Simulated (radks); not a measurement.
Tc8+, 35 electrons, occupied as [Ar] 3d10 4s2 4p5. Calculated with a radial shooting solver on a logarithmic mesh with Libxc functionals: Dirac Kohn-Sham, BLYP, spin-unpolarised, spherical densities, finite nucleus; open shells fill j = l - 1/2 first; Fermi nuclear charge, rms radius 4.4112 fm.

Unscreened Slater integrals over Kohn-Sham orbitals (eV). Large and small components are both included.

integral,value
"F0(4p3/2,4p3/2)",22.734
"F2(4p3/2,4p3/2)",12.068
"F0(4p3/2,4p1/2)",22.957
"G2(4p3/2,4p1/2)",12.160
"F0(4p3/2,4s1/2)",23.546
"G1(4p3/2,4s1/2)",16.065
"F0(4p3/2,3d5/2)",29.177
"F2(4p3/2,3d5/2)",7.2480
"G1(4p3/2,3d5/2)",2.3807
"G3(4p3/2,3d5/2)",2.3187
"F0(4p1/2,4p1/2)",23.189
"F0(4p1/2,4s1/2)",23.801
"G1(4p1/2,4s1/2)",16.328
"F0(4p1/2,3d5/2)",29.685
"G3(4p1/2,3d5/2)",2.4049
"F0(4s1/2,4s1/2)",24.476
"F0(4s1/2,3d5/2)",30.980
"G2(4s1/2,3d5/2)",2.7020
"F0(3d5/2,3d5/2)",62.208
"F2(3d5/2,3d5/2)",30.758
"F4(3d5/2,3d5/2)",19.567
